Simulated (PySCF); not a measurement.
# Electron correlation in B (boron, neutral)

[He] 2s2 3s1, 2S determinant (an excited configuration). Computed with PySCF 2.14 in dyall-acv3z (15s9p4d2f, 76 functions), with the spin-free X2C one-electron Hamiltonian (Gaussian nucleus). Frozen: nothing; 5 electrons correlated; the 5 highest virtual orbitals of each spin left out.

MP2 pair energies summed by pair of shells (mhartree):

```csv
pair,energy,share (%)
1s-1s,-37.56,42.7
2s-2s,-37.24,42.4
1s-2s,-6.99,7.9
2s-3s,-5.88,6.7
1s-3s,-0.23,0.3
```

Total MP2 correlation energy: -87.90 mhartree.

Same-spin part -3.89 and opposite-spin part -84.01 mhartree; SCS-MP2 scales them by 1/3 and 6/5 to -102.10 mhartree.
